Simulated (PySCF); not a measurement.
# One molecule, several mistakes: C2GeH6O

Calculated results; nothing here was measured. The program is PySCF 2.14.0, an open-source quantum chemistry code, run on an isolated molecule that a program drew, which may never have been made. The molecule is C2GeH6O (charge 0, singlet), drawn as the SMILES string `[CH3][GeH]=[CH]O`.

Each row is a Hartree-Fock (HF) and frozen-core CCSD(T) single point in the cc-pVDZ basis, meant for a local HF minimum. Run 1 is clean. Each other run has one planted mistake out of seven kinds, and not every kind appears here: one electron removed, one electron added, multiplicity raised by two, geometry at a saddle point, minimal basis STO-3G, one bond length entered in bohr, all coordinates scaled. The reference is restricted for singlets and unrestricted otherwise, and also for a bond in bohr. Adding or removing an electron swaps singlet and doublet. Electrons count all cores. HOMO and LUMO are orbital energies over both spins, the gradient is its largest component, and the lowest frequency (negative if imaginary) is given only where the gradient is small. Bond lengths are over the 9 bonds as drawn. T1 is the CCSD diagnostic: over 0.02 (restricted) or 0.045 (unrestricted) a single reference is doubtful. Germanium has the cc-pVDZ-PP basis, with a core potential (ECP10MDF) in place of its 10 inner electrons, and its 3s, 3p and 3d shells are frozen in CCSD(T).

Geometry of the clean run:
```xyz
10
C2GeH6O, angstrom
C    -0.2379    0.6710    0.2119
Ge    0.8649   -0.8787   -0.2429
C     0.0901   -2.2845   -1.0619
O     0.6496   -3.3779   -1.6145
H    -1.2863    0.3712    0.2338
H    -0.1105    1.4673   -0.5219
H     0.0373    1.0501    1.1964
H     2.3321   -0.5999   -0.5656
H    -0.9766   -2.4351   -0.9313
H     1.5631   -3.2224   -1.8058
```

```
run  electrons  basis functions  <S^2>  HOMO (eV)  LUMO (eV)  gradient (hartree/bohr)  lowest frequency (cm^-1)  mean bond (Å)  longest bond (Å)      T1  HF (hartree)  CCSD(T) (hartree)                          mistake
  1         58               95  0.000      -7.15       2.65                  2.1e-05                        64         1.3261             1.956  0.0142    -447.39255         -448.02586                         no fault
  2         58               95  1.519      -7.76       0.76                  3.4e-02                         -         1.5195             3.696  0.0675    -447.31115         -447.90251  one bond length entered in bohr
  3         58               95  0.000      -7.12       3.05                  5.4e-02                         -         1.2731             1.877  0.0131    -447.37474         -447.99659           all coordinates scaled
  4         57               95  0.760     -15.06      -5.54                  8.1e-02                         -         1.3261             1.956  0.0211    -447.16464         -447.75833                                ?
  5         59               95  0.809       0.91       8.99                  7.2e-02                         -         1.3261             1.956  0.0187    -447.33334         -447.96010                                ?
```

**Which mistake was planted in run 4, and what did it cost?**

It counts 57 electrons, one fewer than the clean run, at the same geometry and basis. So the mistake is: one electron removed. Subtracting run 1 and multiplying by 627.51 kcal/mol a hartree, the energy moved by 143.0 kcal/mol in HF and 167.9 kcal/mol in CCSD(T).

**Which mistake was planted in run 5, and what did it cost?**

It counts 59 electrons, one more than the clean run, at the same geometry and basis. So the mistake is: one electron added. Subtracting run 1 and multiplying by 627.51 kcal/mol a hartree, the energy moved by 37.2 kcal/mol in HF and 41.3 kcal/mol in CCSD(T).

Cautions from the logs. Run 2: T1 is over the limit, so its CCSD(T) energy is less reliable; run 5: the HOMO is above zero, so the electron isn't bound and the energy depends on the basis.
